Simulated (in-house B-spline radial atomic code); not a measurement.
Ionisation energies along the 5-electron series, configuration [He] 2s2 2p1, as differences of self-consistent energies. Dirac energy differences include first-order Breit, QED and recoil terms. NIST's values go from ground level to ground level; the uncertainty of those that are theory runs from under 0.1 % in few-electron ions to several per cent in heavy many-electron ones. Computed with a radial B-spline atomic code at the basis-set limit: Dirac-Hartree-Fock, average of the configuration, finite nuclei.

```csv
ion,configuration after,ionisation energy (eV),IE/(q+1)² (eV),Breit and QED recoil part (eV),tabulated value (eV),tabulated kind,computed minus tabulated (eV)
Gd59+,[He] 2s2,13011.4,3.6143,-13.468,13521,tabulated theory,-510
Tb60+,[He] 2s2,13456.9,3.6165,-14.187,14003,tabulated theory,-546
Dy61+,[He] 2s2,13910.8,3.6188,-14.933,14495,tabulated theory,-584
Ho62+,[He] 2s2,14373.0,3.6213,-15.708,14998,tabulated theory,-625
Er63+,[He] 2s2,14843.7,3.624,-16.513,15511,tabulated theory,-667
Tm64+,[He] 2s2,15323.0,3.6267,-17.349,16036,tabulated theory,-713
Yb65+,[He] 2s2,15810.9,3.6297,-18.215,16570,tabulated theory,-759
Lu66+,[He] 2s2,16307.4,3.6328,-19.115,17120,tabulated theory,-813
Hf67+,[He] 2s2,16812.8,3.636,-20.047,17680,tabulated theory,-867
```

Where a p, d or f electron is removed, the computed value is a mean over both j, so it misses the tabulated one by a part of the spin-orbit splitting; averaging over terms and missing correlation add to the gap, relatively most at low charge.
